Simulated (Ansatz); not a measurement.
A run for Ansatz (a quantum-chemistry and plane-wave program): U-CCSD(T)/def2-TZVPP on N2-, 2S+1 = 2, a spin state set in the input, which need not be the lowest, a point of a bond scan (R = 1.182 Å). Charge -1.

Ansatz 0.2 input:
```yaml
crystal:
  periodic: [false, false, false]
  atoms:
    - {symbol: N, position_ang: [0.00000000, 0.00000000, 0.00000000]}
    - {symbol: N, position_ang: [0.00000000, 0.00000000, 1.18222900]}
basis:
  gaussian:
    orbitals: def2-TZVPP
total_charge: -1
magnetization: {spin_polarized: true, initial_magnetization: 1}
correlation: {method: ccsd_t, electrons: valence}
output: {orbitals: {seedname: ./end}}
```

Output:

```
WARN ansatz: RAYON_NUM_THREADS=1 ignored (pool sized by the plan → 1); use --threads N
Functional definition: HF
integrals: 0.04 GiB planned
395 factors; integrals over basis functions are off by at most 1.3e-3 eV
mean field: 0.09 GiB planned
mean field evaluation 1: about -2961.4855 eV, gradient 1.6e1 eV
mean field evaluation 2: about -2961.4947 eV, gradient 1.6e1 eV
mean field evaluation 4: about -2962.8407 eV, gradient 1.5e0 eV
mean field evaluation 8: about -2962.8645 eV, gradient 3.9e-4 eV
mean field evaluation 16: about -2962.8292 eV, gradient 1.5e0 eV
mean field evaluation 32: about -2962.8630 eV, gradient 1.5e-1 eV
mean field -2962.86454612 eV, -108.8832637681 hartree, gradient 2.0e-6 eV, S^2 0.765490; 4 other end points of the search recorded, 0 dependent functions left out
2 core orbitals not correlated
reference -2962.86454612 eV, -108.8832637681 hartree; 6, 5 occupied and 54, 55 virtual orbitals, 395 factors
second order -10.32154658 eV of doubles, -0.00000000 eV of singles
coupled cluster: 0.16 GiB planned
cycle   1  -10.01726972 eV  change    3.0e-1 eV  update   8.1e-2
cycle   2  -10.36184914 eV  change   -3.4e-1 eV  update   2.5e-2
cycle   3  -10.42354439 eV  change   -6.2e-2 eV  update   1.1e-2
cycle   4  -10.42279630 eV  change    7.5e-4 eV  update   2.6e-3
cycle   5  -10.42249221 eV  change    3.0e-4 eV  update   7.0e-4
cycle   6  -10.42251359 eV  change   -2.1e-5 eV  update   1.8e-4
cycle   7  -10.42260992 eV  change   -9.6e-5 eV  update   4.2e-5
cycle   8  -10.42261533 eV  change   -5.4e-6 eV  update   1.2e-5
perturbative correction -0.51076567 eV, -0.0187702923 hartree
Total energy: -2973.79792712 eV, -109.2850581090 hartree
```

Self-consistency was reached.

Cost: around 2.7 core-seconds (rough).
